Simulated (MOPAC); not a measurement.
A run for MOPAC: PM3 on CH6GeS (SMILES C[S][GeH3]), a point of a torsion scan.

```
PM3 1SCF PRECISE CHARGE=0 THREADS=1
CH6GeS

C      1.51242190 1    -0.16562709 1     0.09334338 1
S      1.16991236 1     0.67012324 1    -1.50104160 1
Ge     0.12255846 1    -0.94225654 1    -2.56527985 1
H      1.45840365 1    -1.24449407 1    -0.02145289 1
H      2.50956960 1     0.12878950 1     0.40193940 1
H      0.78436533 1     0.16694199 1     0.82681201 1
H      0.98755058 1    -2.17342750 1    -2.61126496 1
H     -0.18035610 1    -0.47053246 1    -3.94896954 1
H     -1.15563333 1    -1.32684759 1    -1.86904003 1
```

The log:

```
*******************************************************************************
 **                                                                           **
 **                              MOPAC v23.2.5                                **
 **                                                                           **
 *******************************************************************************
 ** MOPAC's Digital Object Identifier: https://doi.org/10.5281/zenodo.6511958 **
 **                                                                           **
 ** Please cite the open-source release paper for use of this MOPAC version:  **
 ** J. E. Moussa and J. J. P. Stewart (2026)                                  **
 ** MOPAC: An open-source semiempirical molecular orbital program             **
 ** J. Open Source Softw., 11(119), 8025, https://doi.org/10.21105/joss.08025 **
 *******************************************************************************

                              PM3 CALCULATION RESULTS

 *******************************************************************************
 *  PM3        - The PM3 Hamiltonian to be used
 *
 *
 *
 *                 CHARGE ON SYSTEM = 0
 *
 *
 *
 *  PRECISE    - TIGHTER CRITERIA TO BE USED
 *  1SCF       - DO 1 SCF AND THEN STOP
 *  THREADS=1  - MULTI-THREADING NOT USED
 *  T=         - A TIME OF 172800.0 SECONDS REQUESTED
 *  DUMP=N     - RESTART FILE WRITTEN EVERY 7200.0 SECONDS REQUESTED
 *******************************************************************************
PM3 1SCF PRECISE CHARGE=0 THREADS=1
 CH6GeS

   ATOM   CHEMICAL          X               Y               Z
  NUMBER   SYMBOL      (ANGSTROMS)     (ANGSTROMS)     (ANGSTROMS)

     1       C          1.51242190  *  -0.16562709  *   0.09334338  *
     2       S          1.16991236  *   0.67012324  *  -1.50104160  *
     3      Ge          0.12255846  *  -0.94225654  *  -2.56527985  *
     4       H          1.45840365  *  -1.24449407  *  -0.02145289  *
     5       H          2.50956960  *   0.12878950  *   0.40193940  *
     6       H          0.78436533  *   0.16694199  *   0.82681201  *
     7       H          0.98755058  *  -2.17342750  *  -2.61126496  *
     8       H         -0.18035610  *  -0.47053246  *  -3.94896954  *
     9       H         -1.15563333  *  -1.32684759  *  -1.86904003  *



          CARTESIAN COORDINATES

    NO.       ATOM           X           Y           Z

     1         C          1.5124     -0.1656      0.0933
     2         S          1.1699      0.6701     -1.5010
     3        Ge          0.1226     -0.9423     -2.5653
     4         H          1.4584     -1.2445     -0.0215
     5         H          2.5096      0.1288      0.4019
     6         H          0.7844      0.1669      0.8268
     7         H          0.9876     -2.1734     -2.6113
     8         H         -0.1804     -0.4705     -3.9490
     9         H         -1.1556     -1.3268     -1.8690

  H: (PM3): J. J. P. STEWART, J. COMP. CHEM. 10, 209 (1989).
  C: (PM3): J. J. P. STEWART, J. COMP. CHEM. 10, 209 (1989).
  S: (PM3): J. J. P. STEWART, J. COMP. CHEM. 10, 209 (1989).
 Ge: (PM3): J. J. P. STEWART, J. COMP. CHEM. 12, 320-341 (1991).

           Empirical Formula: C H6 S Ge  =     9 atoms



      MOLECULAR POINT GROUP   :   C1


      RHF CALCULATION, NO. OF DOUBLY OCCUPIED LEVELS = 10


 -------------------------------------------------------------------------------
 PM3 1SCF PRECISE CHARGE=0 THREADS=1
 CH6GeS



     1SCF WAS SPECIFIED, SO BFGS WAS NOT USED
     SCF FIELD WAS ACHIEVED


                              PM3 CALCULATION
                                                       MOPAC v23.2.5 Linux




          FINAL HEAT OF FORMATION =         17.56892 KCAL/MOL =      73.50834 KJ/MOL


          COSMO AREA              =        121.41 SQUARE ANGSTROMS
          COSMO VOLUME            =        112.88 CUBIC ANGSTROMS

          IONIZATION POTENTIAL    =          9.158487 EV
          HOMO LUMO ENERGIES (EV) =         -9.158 -1.937
          NO. OF FILLED LEVELS    =         10
          MOLECULAR WEIGHT        =        122.7084         POINT GROUP:  C1

          MOLECULAR DIMENSIONS (Angstroms)

            Atom       Atom       Distance
            H     8    H     5     5.15027
            H     6    H     7     2.81246
            H     9    S     2     2.53787


          SCF CALCULATIONS        =          1





   ATOM   CHEMICAL          X               Y               Z
  NUMBER   SYMBOL      (ANGSTROMS)     (ANGSTROMS)     (ANGSTROMS)

     1       C          1.51242190  *  -0.16562709  *   0.09334338  *
     2       S          1.16991236  *   0.67012324  *  -1.50104160  *
     3      Ge          0.12255846  *  -0.94225654  *  -2.56527985  *
     4       H          1.45840365  *  -1.24449407  *  -0.02145289  *
     5       H          2.50956960  *   0.12878950  *   0.40193940  *
     6       H          0.78436533  *   0.16694199  *   0.82681201  *
     7       H          0.98755058  *  -2.17342750  *  -2.61126496  *
     8       H         -0.18035610  *  -0.47053246  *  -3.94896954  *
     9       H         -1.15563333  *  -1.32684759  *  -1.86904003  *

                             CARTESIAN COORDINATES

   1    C        1.512421900    -0.165627090     0.093343380
   2    S        1.169912360     0.670123240    -1.501041600
   3   Ge        0.122558460    -0.942256540    -2.565279850
   4    H        1.458403650    -1.244494070    -0.021452890
   5    H        2.509569600     0.128789500     0.401939400
   6    H        0.784365330     0.166941990     0.826812010
   7    H        0.987550580    -2.173427500    -2.611264960
   8    H       -0.180356100    -0.470532460    -3.948969540
   9    H       -1.155633330    -1.326847590    -1.869040030


           Empirical Formula: C H6 S Ge  =     9 atoms



      MOLECULAR POINT GROUP   :   C1


                  EIGENVALUES
 -32.05010 -22.66938 -16.53474 -15.09662 -14.90427 -13.83723 -12.83124 -12.17167
 -11.07534  -9.15849  -1.93667   0.01237   0.08134   0.69506   3.09593   3.58678
   3.77672   3.81930


              NET ATOMIC CHARGES AND DIPOLE CONTRIBUTIONS

  ATOM NO.   TYPE          CHARGE      No. of ELECS.   s-Pop       p-Pop
    1          C          -0.160752        4.1608     1.14568     3.01507
    2          S          -0.156030        6.1560     1.92718     4.22885
    3         Ge           0.293844        3.7062     0.64745     3.05871
    4          H           0.065960        0.9340     0.93404
    5          H           0.080005        0.9200     0.91999
    6          H           0.071948        0.9281     0.92805
    7          H          -0.073562        1.0736     1.07356
    8          H          -0.048279        1.0483     1.04828
    9          H          -0.073135        1.0731     1.07313
 DIPOLE           X         Y         Z       TOTAL
 POINT-CHG.    -0.075    -0.648     0.361     0.746
 HYBRID        -0.203    -1.108     0.533     1.246
 SUM           -0.278    -1.756     0.894     1.990


          ATOMIC ORBITAL ELECTRON POPULATIONS

     Atom    s        px        py        pz
    1  C   1.14568   1.05049   1.01471   0.94987
    2  S   1.92718   1.76312   1.27758   1.18814
    3 Ge   0.64745   1.02380   0.99006   1.04485
    4  H   0.93404
    5  H   0.91999
    6  H   0.92805
    7  H   1.07356
    8  H   1.04828
    9  H   1.07313

 **********************
 *                    *
 * JOB ENDED NORMALLY *
 *                    *
 **********************




 == MOPAC DONE ==
```

The run finished.

Cost: about 0.020 core-seconds (a rough figure).
